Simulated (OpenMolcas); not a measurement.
An OpenMolcas run meant for Au4+ (ANO-R1, X2C; inactive shells 1s 2s 2p 3s 3p 3d 4s 4p 4d 4f 5s 5p; intended active space 7 electrons in 5 orbitals (5d)). One step of its input:

```
&RASSCF
FileOrb=start.orb
Symmetry=1
Spin=4
nActEl=7 0 0
Inactive=15 19
Ras2=5 0
CIRoot=9 9 1
SDav=10
CIMx=300
Iter=95 100
PrWF=0.3
OrbListing=Nothing
MaxOrb=0
Atom
```

The run finished. Its levels beside those of a sound run (CASSCF), in cm⁻¹ above each run's lowest level:

| Level | This run | Usual run |
| --- | --- | --- |
| 5d⁷ ⁴F_9/2 | 0.0 | 0.0 |
| 5d⁷ ⁴F_7/2 | 12946 | 12949 |
| 5d⁷ ⁴F_5/2 [68 %] | 16773 | 16208 |
| 5d⁷ ²G_9/2 [56 %] | 23798 | 23795 |

Task: Which setting is unsound, and how much does it matter here?

Result: CIRoot is one short, so the average cuts through a term and the orbitals lose spherical symmetry. Against the sound run the excited levels shown move by 190 cm-1 on average and by 560 cm-1 at most.

Some high roots are left out of the spin-orbit mixing, which shifts the levels that they would mix with. Without dynamic correlation excited terms often stand tens of per cent too high (terms of higher spin than the ground term too low), and those without a measured partner can miss by more than the paired ones. The basis is small and was not contracted for so high a charge. Levels of configurations outside the active space are missing.

A share in square brackets marks a mixed level and gives the weight of the term that names it, the lowest over the columns.
